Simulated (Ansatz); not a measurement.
IPb (SMILES [I][Pb+]), charge +1, singlet, at a GFN2-xTB geometry (such geometries of metal compounds can be far from the true shape) (core potentials on I, Pb); Ansatz (a quantum-chemistry and plane-wave program) with CAM-B3LYP/def2-SVP.

Input for Ansatz:
Ansatz 0.2 input:
```yaml
crystal:
  periodic: [false, false, false]
  atoms:
    - {symbol: Pb, position_ang: [-0.00000000, -0.00000000, -1.03909116]}
    - {symbol: I, position_ang: [0.00000000, 0.00000000, 1.60765047]}
basis:
  gaussian:
    orbitals: def2-SVP
hamiltonian:
  xc: cam_b3lyp
total_charge: 1
```

### Question
Write the output that Ansatz gives for this input, abridged.

### Answer

```
Functional definition: CAM-B3LYP
681 factors; integrals over basis functions are off by at most 1.4e-4 eV
173 factors; integrals over basis functions are off by at most 8.2e-6 eV
mean field evaluation 1: about -13339.1366 eV, gradient 2.7e1 eV
mean field evaluation 2: about -13327.9145 eV, gradient 6.3e1 eV
mean field evaluation 4: about -13342.5134 eV, gradient 1.5e0 eV
mean field evaluation 8: about -13342.5375 eV, gradient 9.5e-2 eV
mean field evaluation 16: about -13342.5376 eV, gradient 5.9e-6 eV
mean field -13342.53755478 eV, -490.3292112412 hartree, gradient 5.9e-6 eV, S^2 0.000000; 0 other end points of the search recorded, 0 dependent functions left out
reference -13342.53764233 eV, -490.3292144586 hartree; 23, 23 occupied and 29, 29 virtual orbitals, 681 factors
Total energy: -13342.53764233 eV, -490.3292144586 hartree
```
